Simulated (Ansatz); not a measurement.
Two isomers of C3H11BSi: A = `CBC[SiH2]C`, B = `B[Si](C)(C)C`.

Calculated with Ansatz (gas phase, PBE0-D4/def2-TZVP geometries, no zero-point term in ΔE). CCSD(T)/CBS is the MP2 limit (def2-TZVPP, def2-QZVPP) plus CCSD(T) − MP2 in def2-TZVPP, frozen cores. Functionals use def2-TZVPP. B3LYP here is the variant with VWN-RPA as its local correlation; programs differ in this. Each species was taken in one conformer, which may not be the lowest.

A:

Z-matrix (Å, degrees):
```
C
B 1 1.561
H 1 1.099 2 107.9
H 1 1.095 2 111.5 3 -114.5
H 1 1.092 2 115.1 3 120.6
C 2 1.542 1 123.2 3 -116.0
H 2 1.204 1 118.2 3 66.2
Si 6 1.891 2 107.9 1 -90.1
H 6 1.095 2 114.3 1 153.7
H 6 1.096 2 114.0 1 26.0
C 8 1.871 6 110.6 2 -179.7
H 8 1.489 6 109.8 2 -58.5
H 8 1.490 6 109.4 2 59.3
H 11 1.093 8 110.8 6 60.2
H 11 1.093 8 110.7 6 -179.9
H 11 1.092 8 110.8 6 -59.9
```

B:

```xyz
16

B     0.082   -1.340    1.634
Si    0.030   -0.099    0.048
C    -0.901    1.430    0.652
C    -0.898   -0.841   -1.409
C     1.750    0.417   -0.509
H     0.957   -1.286    2.452
H    -0.794   -2.129    1.853
H    -0.973    2.161   -0.160
H    -0.389    1.910    1.490
H    -1.917    1.185    0.971
H    -0.394   -1.733   -1.790
H    -0.971   -0.123   -2.231
H    -1.912   -1.129   -1.121
H     2.327   -0.440   -0.866
H     1.694    1.143   -1.325
H     2.307    0.874    0.312
```

(1) Which isomer does CCSD(T)/CBS put lower? Give the gap. (Estimate.)

(2) Give E(B) − E(A) in kcal/mol with PBE-D4, CCSD/def2-TZVPP, B3LYP, CCSD(T)/def2-TZVPP, B2PLYP, HF/def2-TZVPP, r2SCAN-D4. (Estimate.)

Largest T1 diagnostic: 0.010.

## Answers

(1) Ansatz gave: A, by 14.2 kcal/mol.

(2) Computed: PBE-D4 14.7, CCSD/def2-TZVPP 14.2, B3LYP 15.4, CCSD(T)/def2-TZVPP 14.3, B2PLYP 15.3, HF/def2-TZVPP 14.7, r2SCAN-D4 15.4. None reverses the order clearly.
